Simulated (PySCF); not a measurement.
C2H8SeSi. Atoms are numbered in the order given.

```xyz
12

Si     0.9279     0.4164     0.0000
C      1.7481    -0.2649    -1.5450
C      1.7481    -0.2649     1.5450
Se    -1.3335    -0.0185     0.0000
H      0.9711     1.9106     0.0000
H      1.6677    -1.3636    -1.5811
H      1.2781     0.1392    -2.4546
H      2.8199    -0.0042    -1.5631
H      1.2781     0.1392     2.4546
H      1.6677    -1.3636     1.5811
H      2.8199    -0.0042     1.5631
H     -1.1297    -1.4772     0.0000
```
Charge 0, spin multiplicity 1.

Geometry optimised at r2SCAN-D4/def2-SVP. Other conformers were not sampled.

These are r2SCAN/def2-TZVP (PySCF) values and carry that method's errors.

Symmetry labels are those of the subgroup Cs that the program uses (full group Cs).

Computed valence orbital energies around the gap with their symmetry:
```csv
orbital,symmetry,energy (eV)
HOMO−7,A',-10.60
HOMO−6,A",-10.15
HOMO−5,A",-10.12
HOMO−4,A',-9.69
HOMO−3,A',-8.18
HOMO−2,A",-8.12
HOMO−1,A',-7.58
HOMO,A",-5.91
LUMO,A',-0.26
LUMO+1,A',0.30
LUMO+2,A',0.87
LUMO+3,A",1.00
```
